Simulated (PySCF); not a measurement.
Start geometry of `C=C[Si@H](F)[NH2+]C` from GFN2-xTB (Å):
```
atom  x, y, z in Å
C1     2.7237   -0.3476    0.2151
C2     1.4378   -0.6909    0.1246
Si3    0.3215   -0.1519   -1.2673
F4     0.8884    1.1209   -2.0465
N5    -1.1263    0.7924   -0.4563
C6    -2.0969   -0.0266    0.2912
H7     3.2021    0.2906   -0.5104
H8     3.3431   -0.6928    1.0273
H9     1.0344   -1.3586    0.8779
H10   -0.3458   -1.0222   -2.2069
H11   -1.6221    1.3103   -1.1878
H12   -0.7428    1.5063    0.1698
H13   -2.8920    0.5875    0.7107
H14   -2.5393   -0.7666   -0.3711
H15   -1.5903   -0.5429    1.1022
```

Question: What comes out of this run: PBE0-D3(BJ)/def2-SVP geometry optimisation, gas phase (PySCF 2.14.0)?

Answer: 
```
atom  x, y, z in Å
C1     2.574   -0.590   -0.083
C2     1.301   -0.996   -0.227
Si3    0.172   -0.101   -1.341
F4     0.905    1.098   -2.120
N5    -0.989    0.942   -0.255
C6    -1.942    0.163    0.584
H7     2.971    0.287   -0.606
H8     3.277   -1.132    0.559
H9     0.963   -1.904    0.289
H10   -0.784   -0.824   -2.201
H11   -1.506    1.596   -0.857
H12   -0.407    1.540    0.346
H13   -2.578    0.843    1.164
H14   -2.571   -0.459   -0.066
H15   -1.374   -0.479    1.270
```

The energy falls by 11.3 kJ/mol over 10 energy and gradient evaluations, the largest force component goes from 0.0225 to 2.7e-04 Eh/bohr, and the atoms move by 0.199 Å rms after alignment. The bond that changes most is C2–Si3 (alkene CH carbon to fluorine-bound silicon), which shortens by 0.042 Å. Bonds longer at the end by more than 0.005 Å: 10 of 14; shorter: 2. Among the angles that change most is C2–Si3–H10, from 126.0° to 121.2°. Among the dihedrals that turn most is H9–C2–Si3–F4, from 164° to -174°. Rotational constants go from 3838, 1929, 1448 to 3711, 2010, 1507 MHz. The orientation of the end geometry is arbitrary; only internal coordinates are fixed.

The run used 133 basis functions and 72 SCF cycles in all.

PBE0-D3(BJ)/def2-SVP frequencies: not computed here.

One conformer stands for the species.
